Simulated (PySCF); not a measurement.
toluene (C₇H₈), singlet, at a GFN2-xTB geometry. Base run: DF-M062X/3-21G (PySCF).

Here is a job for PySCF.
```python
from pyscf import gto, scf, dft

mol = gto.Mole()
mol.atom = '''
    C    -2.400861   -0.093333    0.002877
    C    -0.903103   -0.032131    0.012584
    C    -0.149055   -1.188040    0.173211
    C     1.233345   -1.138534    0.161799
    C     1.883899    0.071158   -0.011041
    C     1.142750    1.228930   -0.172474
    C    -0.239818    1.175935   -0.160642
    H    -2.831019    0.854668    0.317638
    H    -2.761195   -0.881127    0.660799
    H    -2.757855   -0.308135   -1.005167
    H    -0.651361   -2.135614    0.309675
    H     1.804901   -2.046489    0.290024
    H     2.963253    0.111465   -0.018222
    H     1.643108    2.177214   -0.306473
    H    -0.812778    2.084109   -0.286158
'''
mol.basis = '3-21g'
mol.charge = 0
mol.spin = 0
mol.verbose = 4
mol.build()

mf = dft.RKS(mol)
mf.xc = 'm062x'
mf = mf.density_fit(auxbasis='def2-universal-jkfit')
mf.kernel()
```

The base run was repeated with changes; each row names its change, and settings that it needs were set with it.

| change | basis functions | E (Eh) | HOMO (eV) | HOMO-LUMO gap (eV) | dipole (D) | core-seconds (rough) |
|---|---|---|---|---|---|---|
| base | 79 | -269.94694 | -7.91 | 9.21 | 0.37 | 9 |
| basis = STO-3G | 43 | -268.25482 | -6.37 | 10.33 | 0.32 | 5 |
| basis = 6-31G | 79 | -271.37873 | -7.84 | 9.07 | 0.35 | 9 |
| basis = def2-SV(P) | 114 | -271.21658 | -8.03 | 8.90 | 0.36 | 10 |
| basis = cc-pVDZ | 138 | -271.45922 | -7.93 | 8.87 | 0.37 | 20 |
| basis = 6-31G** | 138 | -271.43896 | -7.82 | 8.97 | 0.33 | 20 |
| basis = def2-SVP | 138 | -271.23395 | -8.01 | 8.88 | 0.38 | 20 |
| basis = pc-1 | 138 | -271.38840 | -8.11 | 8.78 | 0.41 | 20 |
| basis = 6-311G** | 174 | -271.50242 | -8.01 | 8.84 | 0.35 | 20 |
| basis = 6-311++G** | 210 | -271.50481 | -8.07 | 8.04 | 0.40 | 30 |
| basis = aug-cc-pVDZ | 233 | -271.47174 | -8.03 | 7.97 | 0.40 | 30 |
| basis = aug-pcseg-1 | 233 | -271.39108 | -8.06 | 7.92 | 0.39 | 40 |
| basis = 6-311+G(2d,p) | 237 | -271.51387 | -8.04 | 8.42 | 0.39 | 30 |

Totals compare only among sets that treat the same electrons; sets with core potentials leave the core out.
